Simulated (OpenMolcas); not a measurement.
# Ar4+: Slater's ratio, worked from levels

- Program: OpenMolcas
- Basis: ANO-RCC-VTZP [5s4p2d1f]
- Scalar Hamiltonian: DKH2, point nucleus
- Active space: 4 electrons in 4 orbitals (3s 3p)
- State averaging: 2S+1 = 3 even, 6 roots; 2S+1 = 1 even, 11 roots; 2S+1 = 5 odd, 1 root; 2S+1 = 3 odd, 9 roots; 2S+1 = 1 odd, 8 roots
- Spin-orbit coupling: RASSI with atomic mean-field integrals over the reference wave functions, term energies averaged over their components

Methods: CASSCF; MS-CASPT2, IPEA 0.25 Eh, imaginary shift 0.1 Eh (closed shells correlated: 2s 2p). Measured levels: Saloman, J. Phys. Chem. Ref. Data 39, 033101 (2010).

**Slater's ratio.** With one set of orbitals, p2 has 1D - 3P = 6 F2 and 1S - 1D = 9 F2 (F2 = F²/25), a ratio of 3/2. Term energies are centres of gravity, weighted by 2J + 1.

| Source | 1D - 3P | 1S - 3P | F2 from the first | Ratio |
| --- | --- | --- | --- | --- |
| CASSCF | 18203 | 34460 | 3034 | 0.893 |
| MS-CASPT2 | 14793 | 35390 | 2466 | 1.392 |
| measured | 14917 | 36531 | 2486 | 1.449 |

Energies in cm-1. A ratio away from 3/2 shows effects beyond one configuration with one set of orbitals, and in heavier atoms second-order spin-orbit shifts. In CASSCF the valence s occupation is 1.91 in 1S against 1.98 in 1D: mixing out of s² acts most on 1S and pulls it down.

CASPT2 does not keep the components of a term degenerate, so their means are used; among the terms shown or strongly mixed into the levels shown the widest spread is 41 cm-1 (3s2 3p2 1D, MS-CASPT2). Over all roots computed the reference weight is 0.87 to 0.99 in MS-CASPT2; the roots of lowest weight are the least certain, and an intruder state may touch them. Computed and measured levels are paired by configuration, term and J; levels that our copy of the source lacks, or whose pairing is in doubt (as where it misses far off the trend of its configuration), stay unpaired and out of the deviations. Only configurations of the active space appear.
